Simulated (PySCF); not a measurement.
# C2H6OSi

C2H6OSi is a carbene (divalent C1, bonded to 1 O + 1 Si), neutral, triplet. The structure, one conformer, was relaxed in the gas phase by PBE0-D3(BJ)/def2-SVP. No frequency run checks that it is a minimum.

This triplet is an excited state: in a carbene with lone-pair donors on the centre (O) the singlet is known to lie well below it (the gap isn't computed here), so the molecule in its ground state shows no EPR spectrum.

SMILES: CO[C][SiH3]

```tsv
atom	x (Å)	y (Å)	z (Å)
C1	0.273	0.678	0.425
Si2	1.926	0.010	-0.052
O3	-0.819	0.111	0.885
C4	-1.914	-0.051	-0.007
H5	2.618	-0.642	1.107
H6	1.836	-1.008	-1.154
H7	2.744	1.162	-0.528
H8	-1.625	-0.674	-0.868
H9	-2.714	-0.546	0.557
H10	-2.265	0.928	-0.368
```

EPR values by unrestricted B3LYP, IGLO-III on C O Si, pcH-1 on H.

Predict g and the largest hyperfine couplings. Where does the spin sit?

g = 2.0021, 2.0026, 2.0030. The zero-field splitting dominates the spectrum: D = 0.6 cm⁻¹, |E| = 0.02 cm⁻¹ (spin-spin and spin-orbit parts, DFT, rough). The spin sits on C1 (83 %, bonded to 1 O + 1 Si) by Mulliken populations.
```csv
atom,isotope,isotropic (MHz),"dipolar, principal values (MHz)"
C1,13C,184.3,"-67.5, 20.6, 47.0"
O3,17O,-37.3,"-28.8, 6.4, 22.4"
Si2,29Si,-50.9,"-13.0, 6.1, 6.9"
H6,1H,52.2,"-3.4, -1.8, 5.2"
H5,1H,50.4,"-3.4, -1.8, 5.2"
C4,13C,41.8,"-3.5, -3.0, 6.4"
```

How do the isotropic couplings move with BHandHLYP?

C1 184.3 to 210.9 MHz, O3 -37.3 to -40.4 MHz, Si2 -50.9 to -41.5 MHz, H6 52.2 to 50.2 MHz.
